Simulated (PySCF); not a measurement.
Planning a shielding job on `C#CCN[SiH2]C(F)(CF)F`.

Method: GIAO PBE0/pcSseg-1 NMR shielding, non-relativistic, gas phase (PySCF 2.14.0, density-fitted response routines). Geometry: GFN2-xTB. Work: shieldings, charges and field gradients, density and orbital grids written, density fitting. The input is one job of a driver script: a line of settings, then coordinates in Å.

Command:
```bash
OMP_NUM_THREADS=1 python probes_run.py task.json out
```

Input:
```
{"job": {"kind": "nmr", "xc": "PBE0", "basis": "pcSseg-1"}, "charge": 0, "multiplicity": 1}
C      3.725649     0.594759     0.992444
C      3.090012     0.046190     0.139745
C      2.252415    -0.555156    -0.884010
N      0.869714    -0.124266    -0.798028
Si    -0.274156    -0.907655     0.198778
C     -1.875752     0.140999    -0.089770
F     -1.784626     1.338235     0.577295
F     -2.014169     0.509607    -1.403988
C     -3.140786    -0.583094     0.335323
F     -2.834077    -1.563778     1.242712
H      4.309206     1.057219     1.731567
H      2.653703    -0.294642    -1.871253
H      2.275929    -1.642225    -0.772614
H      0.770608     0.863370    -0.989849
H     -0.076762    -0.913006     1.649800
H     -0.507131    -2.243624    -0.347445
H     -3.589635    -1.073343    -0.532562
H     -3.858901     0.091967     0.810200
```

Hardware: Arm Neoverse N1, one thread, no GPU, shared host. PySCF's memory limit was set to 1040 MB.

The basis has 217 functions.

Question: What wall time should be expected on this hardware?

Answer: About 95 s. The SCF took 15 cycles.

Question: How much memory does it need at the peak?

Answer: About 0.97 GiB. Peak memory is the resident size of the whole Python process, interpreter and libraries included.

The SCF part of the output:
```
coarse grid: 16336 points
cycle   1  E = -838.0679918809  dE =  1.295e+00  |g| = 8.621e-01  |ddm| = 3.893e+00
cycle   2  E = -837.9471165147  dE =  1.209e-01  |g| = 1.247e+00  |ddm| = 1.400e+00
cycle   3  E = -838.1975483395  dE = -2.504e-01  |g| = 9.391e-02  |ddm| = 7.780e-01
cycle   4  E = -838.1991731452  dE = -1.625e-03  |g| = 3.330e-02  |ddm| = 1.014e-01
cycle   5  E = -838.1993968762  dE = -2.237e-04  |g| = 1.352e-02  |ddm| = 3.893e-02
cycle   6  E = -838.1994275749  dE = -3.070e-05  |g| = 6.923e-03  |ddm| = 1.313e-02
cycle   7  E = -838.1994394424  dE = -1.187e-05  |g| = 8.781e-04  |ddm| = 5.056e-03
cycle   8  E = -838.1994395867  dE = -1.442e-07  |g| = 2.710e-04  |ddm| = 7.926e-04
final grid: 156752 points
cycle   9  E = -838.2770001070  dE = -5.224e-05  |g| = 8.864e-03  |ddm| = 3.543e-02
cycle  10  E = -838.2769882815  dE =  1.183e-05  |g| = 1.225e-02  |ddm| = 1.650e-02
cycle  11  E = -838.2770165542  dE = -2.827e-05  |g| = 1.549e-03  |ddm| = 8.737e-03
cycle  12  E = -838.2770169942  dE = -4.400e-07  |g| = 6.361e-04  |ddm| = 1.404e-03
cycle  13  E = -838.2770170823  dE = -8.808e-08  |g| = 2.388e-04  |ddm| = 5.366e-04
cycle  14  E = -838.2770170948  dE = -1.246e-08  |g| = 2.722e-05  |ddm| = 1.753e-04
cycle  15  E = -838.2770170949  dE = -1.305e-10  |g| = 1.011e-05  |ddm| = 3.347e-05
converged SCF energy = -838.2770170949
```

On the final grid dE counts from the start density on that grid.

The host was shared with other jobs, so the times are rough.
